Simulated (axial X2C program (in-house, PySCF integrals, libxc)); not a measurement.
## Nuclear properties of GaGe

Computed with an in-house all-electron X2C program for linear molecules (integrals from PySCF): two-component X2C with atomic mean-field Coulomb and Gaunt terms, Gaussian nuclei, basis Ge dyall-cv3z, Ga dyall-cv3z with contracted cores.

R = 2.474 Å (near the PBE0 minimum at charge 0 of the determinant lowest at the starting distance; the state shown can have its own minimum elsewhere).

Input and command:
```json
{"zs": [32, 31], "q": 0, "bas": ["dyall-cv3z", "dyall-cv3z"], "r0": 2.45, "levels": ["PBE0", "HF", "BHandHLYP", "PBE50", "LDA"], "nst": 3}
```
```bash
python soeom.py task.json out
```

Keys: zs atomic numbers; q charge; bas basis sets; r0 starting distance in Å; levels methods; nst determinants followed.

Determinant lowest in the PBE0 search, Ω = 3/2 (⟨Sz⟩ = 1.50, ⟨Lz⟩ = 0.00 at PBE0), spin on the atoms Ge 1.05, Ga 0.45:

| level | Eeff magnitude (GV/cm) | Ws magnitude Ge (kHz) | Ws magnitude Ga (kHz) | A∥/gI Ge (MHz) | qzz Ge (a.u.) | A∥/gI Ga (MHz) | qzz Ga (a.u.) | μ (D) |
| --- | --- | --- | --- | --- | --- | --- | --- | --- |
| PBE0 | 0.485 | 0.249 | 0.386 | -170 | -0.60 | -7.41 | -1.64 | 1.23 |
| HF | 0.712 | 0.297 | 0.497 | -273 | -0.28 | -137 | -2.04 | 1.84 |
| BHandHLYP | 0.529 | 0.269 | 0.418 | -130 | -0.52 | 6.12 | -1.78 | 1.42 |
| PBE50 | 0.499 | 0.282 | 0.422 | -191 | -0.49 | -38.9 | -1.80 | 1.47 |
| LDA | 0.509 | 0.202 | 0.347 | -84.8 | -0.80 | 66.9 | -1.46 | 0.93 |

Determinant 0.72 eV from it at PBE0 and this distance, Ω = 1/2 (⟨Sz⟩ = 0.50, ⟨Lz⟩ = 0.00 at PBE0), spin on the atoms Ge 0.28, Ga 0.21:

```csv
level,Eeff magnitude (GV/cm),Ws magnitude Ge (kHz),Ws magnitude Ga (kHz),A∥/gI Ge (MHz),qzz Ge (a.u.),A∥/gI Ga (MHz),qzz Ga (a.u.),μ (D)
PBE0,0.833,0.644,1.36,73.4,-0.84,293,-1.54,1.00
HF,3.09,0.00377,2.65,-32.7,-1.75,22.2,-2.20,1.19
BHandHLYP,1.14,0.567,1.55,10.2,-0.92,245,-1.72,1.17
PBE50,1.03,0.67,1.55,-20.1,-0.81,201,-1.71,1.20
LDA,0.768,0.536,1.19,232,-0.92,503,-1.40,0.77
```

Eeff is the effective electric field on the electron electric dipole moment in this Ω state and Ws the scalar–pseudoscalar constant of the nucleus named (defined with the proton number Z and per Ω); A∥ (defined per Ω) follows by multiplying with gI = μI/(I μN); qzz is the electric field gradient, eQq0 = 234.96 MHz × Q/barn × qzz; μ is positive if the Ga end (last atom) is positive. The operators were transformed with the bare-nucleus X2C matrices; with these basis sets, hyperfine constants and field gradients can be off by tens of per cent, and where levels differ in sign neither size nor sign is settled.

**Question.** With Q(69Ga) = 0.171 barn (Q from Pyykkö, Mol. Phys. 2018), turn the PBE0 values of the first state into constants in MHz.

**Answer.** eQq0(69Ga) = 234.96 × (0.171) × (-1.64) = -65.9 MHz.

Each state is one determinant with collinear spin, which with several unpaired electrons need not be a pure state. Unrestricted Hartree–Fock can overshoot spin polarisation at the nuclei. This is the top spin component of a Σ state; components of lower Ω are not single determinants and can lie lower. With several open shells hyperfine constants can be off by a factor of several. Where Eeff spreads by more than a factor of two the levels disagree and none is to be relied on. States lie within half an eV, so the first need not be the ground state. Further determinants of the search, some of them spin-mixed, are not shown. Where a field gradient or hyperfine factor spreads by more than a factor of two over the levels, a constant derived from it is not to be relied on. PBE0 term energies can be off by some tenths of an eV.
